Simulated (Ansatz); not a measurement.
NiN2Cl2H6⁻, that is trans-NiCl2(NH3)2 with one electron more. Charge -1, multiplicity 2. Geometry PBE-D4/def2-SVP, that of the neutral singlet; atoms count from 1.

```xyz
11

Ni   -0.002    0.001    0.001
Cl   -1.843    0.383    1.119
N    -0.792   -1.551   -0.770
H    -0.659   -2.362   -0.146
H    -0.335   -1.773   -1.668
H    -1.808   -1.422   -0.886
Cl    1.839   -0.381   -1.118
N     0.790    1.552    0.770
H     0.733    2.342    0.110
H     1.791    1.393    0.958
H     0.286    1.819    1.630
```

The highest occupied level of the charge -1 doublet lies above zero (up to 0.46 eV). By energy differences its removal costs 0.76 eV (vertical, to the charge 0 singlet, at PBE0-D4/def2-TZVPD); a positive level beside a positive removal energy at the same level points to self-interaction error.

Question: Estimate the Mulliken populations from the PBE0/def2-TZVPD orbitals of Ansatz.

Answer: 
```tsv
atom	charge (e)	spin (α − β)	d electrons
Ni1	-0.10	0.72	8.83
Cl2	-0.76	0.06	–
N3	-0.56	0.11	–
H4	0.27	-0.01	–
H5	0.31	-0.01	–
H6	0.30	-0.01	–
Cl7	-0.76	0.06	–
N8	-0.56	0.11	–
H9	0.27	-0.01	–
H10	0.30	-0.01	–
H11	0.31	-0.01	–
```
Mulliken values and Mayer orders depend strongly on the basis. With diffuse functions, as here, like atoms can get unlike values, and bond orders can come out too low or too high.

Question: Where does the spin sit?

Answer: Summed by element: Ni 0.72, Cl 0.13, N 0.22, H -0.07, of 1 unpaired in all. Largest on single atoms: Ni1 0.72, N3 0.11, N8 0.11.

Question: And the Mayer bond orders between bonded heavy atoms (over 0.3)?

Answer: Ni1–Cl2 0.36 (2.19 Å); Ni1–N3 0.46 (1.90 Å); Ni1–Cl7 0.37 (2.19 Å); Ni1–N8 0.47 (1.90 Å).
